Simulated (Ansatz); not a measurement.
The same path of CuH3O2 (6 atoms, charge 0, multiplicity 1) was run twice with different band settings.

The calculation used RKS PBE-D4/def2-SVP (Ansatz 0.2.0).

Relaxed end points:

```xyz
6
Properties=species:S:1:pos:R:3
O -1.902 -1.075 -0.494
Cu -0.331 -0.397 -0.030
O 1.432 0.218 0.541
H -2.393 -0.362 -0.948
H 1.915 0.557 -0.241
H 1.321 0.996 1.125
```

```xyz
6
Properties=species:S:1:pos:R:3
O -1.941 0.311 -0.986
Cu -0.394 -0.022 -0.185
O 1.350 -0.245 0.663
H -2.466 -0.511 -0.919
H 2.048 -0.024 0.012
H 1.445 0.427 1.369
```

Common settings: movable images 7; climbing image yes; spring 5.0 eV/Å²; start path IDPP; force threshold 0.05 eV/Å; iteration limit 60; end points relaxed.

| run | optimiser | largest step |
| --- | --- | --- |
| 1 | quadratic models (default) | default |
| 2 | lbfgs | 0.02 Å |

Q: What does each run give, and how far can it be trusted?

A: Run 1: converged after 5 iterations, highest image 0.008 eV above the first end. A vibrational analysis at the climbing image gives one clearly imaginary mode, 128i cm⁻¹: a first-order saddle point.
Run 2: converged after 35 iterations, highest image 0.015 eV above the first end. The order of the stationary point at the top wasn't checked.
